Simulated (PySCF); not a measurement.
C3H2INO.
Atom-mapped SMILES: `[I:1][c:2]1[cH:3][n:4][o:5][cH:6]1` (hydrogens: H7 on C3; H8 on C6)

Method: PBE0-D3(BJ)/def2-SVP geometry optimisation, gas phase, def2 core potentials past Kr in PySCF; density fitting, grid level 1; the optimiser is geomeTRIC in internal coordinates, started from a GFN2-xTB structure with every atom displaced at random (about 0.01 Å).

Step 0: E = -14767.2257 eV
```
atom  x, y, z in Å  |  force x, y, z in eV/Å
I1      2.4256    1.2513    0.1162   -0.439  -0.210  -0.022
C2      0.5587    0.3054    0.0217    0.390   1.141  -0.023
C3      0.2782   -1.0815    0.0518    3.605   0.638   0.288
N4     -0.9488   -1.2864   -0.0234   -4.190  -1.554  -0.288
O5     -1.5943   -0.0946   -0.1199    0.389   0.341   0.073
C6     -0.6781    0.8809   -0.0866    0.797  -0.993   0.041
H7      1.0002   -1.8937    0.1403   -0.111  -0.094  -0.018
H8     -0.9864    1.8995   -0.1526   -0.440   0.732  -0.052
```

**Question.** Estimate the geometry and energy of step 1. (The exact step hangs on the optimiser's Hessian estimate; all steps are aligned on step 0, rigid shifts and turns removed.)

**Answer.** E = -14767.3727 eV, largest force 0.974 eV/Å
```
atom  x, y, z in Å  |  force x, y, z in eV/Å
I1      2.4152    1.2613    0.1124    0.001   0.007   0.007
C2      0.5805    0.3152    0.0265    0.107   0.052  -0.006
C3      0.3075   -1.0755    0.0584   -0.929  -0.284  -0.068
N4     -0.9923   -1.3028   -0.0307    0.857   0.067   0.078
O5     -1.5782   -0.0815   -0.1185   -0.066   0.031  -0.008
C6     -0.6573    0.8756   -0.0861   -0.093   0.254  -0.023
H7      0.9921   -1.9170    0.1398    0.072  -0.009   0.006
H8     -1.0123    1.9054   -0.1543    0.051  -0.119   0.014
```

The energy changes by -0.1470 eV. The first-order estimate −F·Δx gives -0.3948 eV and the mean of the old and new forces, exact on a quadratic surface, -0.1615 eV. The step makes an angle of 35° with the force vector and moves no atom by more than 0.047 Å.

What follows is the cost of the whole optimisation. The run took 41 s of wall time on Arm Neoverse V1, one thread, shared host with 32 logical CPUs at a one-minute load of 9.6, and the process peaked at 0.44 GiB of memory.
